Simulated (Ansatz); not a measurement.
Geometry optimisation, Ansatz 0.2.0, RKS r2SCAN-D4/STO-3G.

Input:

```yaml
crystal:
  periodic: [false, false, false]
  atoms:
    - { symbol: B, position_ang: [-0.4998, 1.7722, 1.0081] }
    - { symbol: C, position_ang: [-0.7014, 0.515, 0.0863] }
    - { symbol: C, position_ang: [0.5624, -0.3059, 0.0783] }
    - { symbol: C, position_ang: [0.5372, -1.569, -0.7523] }
    - { symbol: Cl, position_ang: [0.3705, -1.2083, -2.5077] }
    - { symbol: H, position_ang: [-0.3187, 1.7257, 2.149] }
    - { symbol: H, position_ang: [-0.6478, 2.8936, 0.5254] }
    - { symbol: H, position_ang: [-1.5002, -0.074, 0.4751] }
    - { symbol: H, position_ang: [-0.9394, 0.8577, -0.9043] }
    - { symbol: H, position_ang: [1.4433, 0.3032, -0.2732] }
    - { symbol: H, position_ang: [0.8265, -0.6051, 1.1578] }
    - { symbol: H, position_ang: [-0.4185, -2.1467, -0.4286] }
    - { symbol: H, position_ang: [1.3064, -2.1932, -0.599] }
basis:
  gaussian: { orbitals: STO-3G }
hamiltonian:
  xc: r2scan
  dispersion: d4
relax:
  f_tol: 0.02
  max_steps: 40
```

Run as:

```bash
$ ansatz run input.yaml --threads 1 --pin off --max-ram 2048MiB --backend cpu --events-out ev --progress --plain --runs-dir out
```

Problem. Where does it end, and by what steps?

Solution. The forces met the threshold. The force dipped under the threshold on the way, but the program's further checks kept it going. Limits of this set-up: minimal basis. After 22 steps the energy has fallen by 0.746 eV; H6 moved furthest, 1.22 Å.

```json
{"step": "0", "energy less start (eV)": "0.0000", "largest force component (eV/Å)": "6.857", "accepted": "yes"}
{"step": "1", "energy less start (eV)": "-0.5730", "largest force component (eV/Å)": "1.601", "accepted": "yes"}
{"step": "2", "energy less start (eV)": "-0.6584", "largest force component (eV/Å)": "0.669", "accepted": "yes"}
{"step": "3", "energy less start (eV)": "-0.6827", "largest force component (eV/Å)": "0.261", "accepted": "yes"}
{"step": "4", "energy less start (eV)": "-0.6925", "largest force component (eV/Å)": "0.206", "accepted": "yes"}
{"step": "5", "energy less start (eV)": "-0.6941", "largest force component (eV/Å)": "0.702", "accepted": "yes"}
{"step": "6", "energy less start (eV)": "-0.6815", "largest force component (eV/Å)": "0.648", "accepted": "no"}
{"step": "7", "energy less start (eV)": "-0.7129", "largest force component (eV/Å)": "0.295", "accepted": "yes"}
{"step": "8", "energy less start (eV)": "-0.7226", "largest force component (eV/Å)": "0.115", "accepted": "yes"}
{"step": "9", "energy less start (eV)": "-0.7311", "largest force component (eV/Å)": "0.030", "accepted": "yes"}
{"step": "10", "energy less start (eV)": "-0.7222", "largest force component (eV/Å)": "0.504", "accepted": "no"}
{"step": "11", "energy less start (eV)": "-0.7347", "largest force component (eV/Å)": "0.033", "accepted": "yes"}
{"step": "12", "energy less start (eV)": "-0.7356", "largest force component (eV/Å)": "0.165", "accepted": "yes"}
{"step": "13", "energy less start (eV)": "-0.7237", "largest force component (eV/Å)": "0.525", "accepted": "no"}
{"step": "14", "energy less start (eV)": "-0.7389", "largest force component (eV/Å)": "0.046", "accepted": "yes"}
{"step": "15", "energy less start (eV)": "-0.7408", "largest force component (eV/Å)": "0.027", "accepted": "yes"}
{"step": "16", "energy less start (eV)": "-0.7426", "largest force component (eV/Å)": "0.120", "accepted": "yes"}
{"step": "17", "energy less start (eV)": "-0.7433", "largest force component (eV/Å)": "0.154", "accepted": "yes"}
{"step": "18", "energy less start (eV)": "-0.7439", "largest force component (eV/Å)": "0.151", "accepted": "yes"}
{"step": "19", "energy less start (eV)": "-0.7457", "largest force component (eV/Å)": "0.019", "accepted": "yes"}
{"step": "20", "energy less start (eV)": "-0.7459", "largest force component (eV/Å)": "0.091", "accepted": "yes"}
{"step": "21", "energy less start (eV)": "-0.7459", "largest force component (eV/Å)": "0.048", "accepted": "no"}
{"step": "22", "energy less start (eV)": "-0.7462", "largest force component (eV/Å)": "0.018", "accepted": "yes"}
```

```xyz
13
Properties=species:S:1:pos:R:3
B -0.531 1.893 0.946
C -0.628 0.572 0.117
C 0.569 -0.411 0.238
C 0.457 -1.613 -0.734
Cl 0.472 -1.042 -2.492
H 0.489 2.252 1.407
H -1.487 2.563 1.082
H -1.575 0.040 0.309
H -0.696 0.889 -0.946
H 1.516 0.118 0.047
H 0.618 -0.827 1.261
H -0.491 -2.163 -0.594
H 1.309 -2.307 -0.625
```

Run time: 98 s on 1 thread of Arm Neoverse V1, with other jobs on the host, peak memory 0.14 GiB.
